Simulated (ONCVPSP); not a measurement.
Reading a pseudo-wave (Ge)

Columns: radius, all-electron u(r) and pseudo u(r) of the 4s shell (level -11.67 eV) of germanium in the configuration [Ar] 3d10 4s2 4p2; BLYP, scalar-relativistic, ONCV scheme, ONCVPSP 4.0.1.

```json
{"r (bohr)": "0.082", "all-electron": "0.0956", "pseudo": "0.0198"}
{"r (bohr)": "0.165", "all-electron": "0.1998", "pseudo": "0.0426"}
{"r (bohr)": "0.248", "all-electron": "0.0041", "pseudo": "0.0688"}
{"r (bohr)": "0.330", "all-electron": "-0.2099", "pseudo": "0.0967"}
{"r (bohr)": "0.413", "all-electron": "-0.3303", "pseudo": "0.1256"}
{"r (bohr)": "0.495", "all-electron": "-0.3450", "pseudo": "0.1555"}
{"r (bohr)": "0.578", "all-electron": "-0.2814", "pseudo": "0.1897"}
{"r (bohr)": "0.660", "all-electron": "-0.1725", "pseudo": "0.2294"}
{"r (bohr)": "0.742", "all-electron": "-0.0426", "pseudo": "0.2746"}
{"r (bohr)": "0.825", "all-electron": "0.0932", "pseudo": "0.3229"}
{"r (bohr)": "0.908", "all-electron": "0.2228", "pseudo": "0.3709"}
{"r (bohr)": "0.990", "all-electron": "0.3389", "pseudo": "0.4183"}
{"r (bohr)": "1.072", "all-electron": "0.4402", "pseudo": "0.4683"}
{"r (bohr)": "1.155", "all-electron": "0.5268", "pseudo": "0.5241"}
{"r (bohr)": "1.238", "all-electron": "0.5977", "pseudo": "0.5837"}
{"r (bohr)": "1.320", "all-electron": "0.6532", "pseudo": "0.6409"}
{"r (bohr)": "1.402", "all-electron": "0.6955", "pseudo": "0.6892"}
{"r (bohr)": "1.485", "all-electron": "0.7262", "pseudo": "0.7245"}
{"r (bohr)": "1.568", "all-electron": "0.7465", "pseudo": "0.7463"}
{"r (bohr)": "1.650", "all-electron": "0.7574", "pseudo": "0.7574"}
{"r (bohr)": "1.733", "all-electron": "0.7608", "pseudo": "0.7608"}
{"r (bohr)": "1.815", "all-electron": "0.7576", "pseudo": "0.7576"}
{"r (bohr)": "1.898", "all-electron": "0.7489", "pseudo": "0.7489"}
{"r (bohr)": "1.980", "all-electron": "0.7359", "pseudo": "0.7358"}
{"r (bohr)": "2.062", "all-electron": "0.7193", "pseudo": "0.7193"}
{"r (bohr)": "2.145", "all-electron": "0.6996", "pseudo": "0.6996"}
```

Problem. How many radial nodes do the two functions have?

Solution. The all-electron 4s function has n − l − 1 = 3 (the table is too coarse to show those close to the nucleus); the pseudo-wave has 0, since the states of the same l below it are removed with the core.

Problem. At about which radius was the pseudo-wave matched?

Solution. 1.65 bohr, where the columns begin to agree (steps of 0.08 bohr).

Problem. Is the pseudo-wave norm-conserving?

Solution. Yes: the ONCV scheme keeps the norm inside the radius equal to the all-electron one, which fixes the energy derivative of the logarithmic derivative at the level.
